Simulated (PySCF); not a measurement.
Löwdin shares of the frontier orbitals

Species: C7H5FSi.
Geometry (GFN2-xTB, Å), atoms numbered from 1 in this order:
```
atom  x, y, z in Å
C1    -2.4281    2.5129    0.7612
C2    -1.9214    1.5165    0.3220
Si3   -1.1316   -0.0227   -0.3285
F4    -1.4257   -0.0864   -1.9177
C5    -1.9035   -1.5134    0.4443
C6    -2.3945   -2.4782    0.9643
C7     0.6905   -0.0067   -0.0772
C8     1.8814   -0.0041    0.1031
C9     3.3085    0.0034    0.3175
H10   -2.8741    3.3879    1.1380
H11   -2.8288   -3.3257    1.4109
H12    3.8308   -0.0814   -0.6352
H13    3.6047    0.9334    0.8024
H14    3.5911   -0.8359    0.9528
```

Method: TDDFT CAM-B3LYP/def2-SVPD, vertical, gas phase, core orbitals frozen in the response (PySCF 2.14.0, density-fitted response routines).

Frontier orbitals with the atoms that hold most of them (Löwdin shares over 4%, at most four atoms; ? is withheld):

```json
{"orbital": "HOMO-3", "ε (eV)": "-10.06", "atoms": "C2 20%, C5 19%, C1 18%, C6 18%"}
{"orbital": "HOMO-2", "ε (eV)": "-9.81", "atoms": "C2 23%, C5 23%, C1 22%, C6 22%"}
{"orbital": "HOMO-1", "ε (eV)": "-9.45", "atoms": "?"}
{"orbital": "HOMO", "ε (eV)": "-9.38", "atoms": "C7 34%, C8 31%, C9 6%, C5 6%"}
{"orbital": "LUMO", "ε (eV)": "-0.11", "atoms": "?"}
{"orbital": "LUMO+1", "ε (eV)": "0.72", "atoms": "C6 18%, C1 18%, C5 17%, C2 17%"}
{"orbital": "LUMO+2", "ε (eV)": "0.85", "atoms": "C8 18%, C7 17%, Si3 16%, C2 9%"}
```

**Question.** Which atoms hold the HOMO-1, and with what shares?

**Answer.** C7 (bonded to C and Si) 37%; C8 (bonded to 2 C) 34%; C9 (bonded to C and 3 H) 7%.

**Question.** Which atoms hold the LUMO, and with what shares?

**Answer.** Si3 (bonded to 3 C and F) 21%; C5 (bonded to C and Si) 12%; C2 (bonded to C and Si) 12%; C6 (bonded to C and H) 12%. By element: carbon 37% or more, silicon 21%.

**Question.** The HOMO–LUMO gap is 9.27 eV. Where does the response calculation put the lowest singlet, and from which orbitals?

**Answer.** S1 is at 5.63 eV (f = 0.0000), 3.64 eV below the gap, made of HOMO→LUMO (75%). 

Next come S2 at 5.92 eV (f 0.0014), HOMO-2→LUMO (38%), HOMO-3→LUMO (25%), HOMO→LUMO+7 (10%); S3 at 5.93 eV (f 0.011), HOMO-1→LUMO (45%), HOMO→LUMO+2 (16%), HOMO-4→LUMO (14%); S4 at 6.07 eV (f 0.0014), HOMO-4→LUMO (37%), HOMO→LUMO+2 (12%), HOMO-1→LUMO (9%); S5 at 6.13 eV (f 0.0000), HOMO-1→LUMO+2 (64%), HOMO-2→LUMO+1 (13%).

Löwdin shares depend on the basis, the more so with diffuse functions.

Time: 1.8 min; peak memory 1.1 GiB. Hardware: one thread, Arm Neoverse N1 (aarch64) (shared host).
